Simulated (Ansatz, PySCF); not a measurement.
Gas-phase reaction R1 + R2 → P1 + P2, each structure at its B3LYP-D3(BJ)/def2-TZVP stationary point, reached from a drawn start (curvature not checked).
R1, F6W (SMILES [F][W]([F])([F])([F])([F])[F]) (charge 0, multiplicity 1):
```xyz
7

W     -0.00002     0.00001    -0.00002
F      1.67795    -0.67167     0.37414
F     -0.44918    -0.12674     1.78573
F     -0.62407    -1.71453    -0.27865
F      0.62396     1.71451     0.27904
F      0.44921     0.12701    -1.78574
F     -1.67796     0.67151    -0.37461
```
R2: SiH4 (SMILES [SiH4]), charge 0, multiplicity 1.
P1, F5HW (SMILES [F][WH]([F])([F])([F])[F]) (charge 0, multiplicity 1):
```xyz
7

W      0.06712     0.01822     0.07171
F      1.69139    -0.91459     0.11550
F     -0.57842     0.06086     1.79817
F     -0.69064    -1.66960    -0.05411
F      0.45042     1.79267     0.39334
F      0.51635     0.35467    -1.69573
H     -1.45622     0.35768    -0.62898
```
P2: FH3Si (SMILES F[SiH3]), charge 0, multiplicity 1.

P less R. No zero-point or thermal terms; no spin–orbit coupling.

Run with Ansatz (Gaussian basis) for Hartree–Fock, density functionals and correlated methods; PySCF for M06-2X and the D3/D4 terms. Each number belongs to the level named beside it. Elements past Kr take the def2 small-core potentials, without spin–orbit coupling.

Problem. One of these levels gives 33.1 kJ/mol for the reaction energy. Which?
A. PBE/def2-TZVPP
B. M06-2X/def2-TZVPP
C. BHLYP-D3(BJ)/def2-TZVPP
D. BLYP/def2-TZVPP

Solution. B, M06-2X/def2-TZVPP. The others give 63.6 (PBE/def2-TZVPP), 56.8 (BLYP/def2-TZVPP), 38.7 (BHLYP-D3(BJ)/def2-TZVPP)

Ansatz is a program for electronic structure.
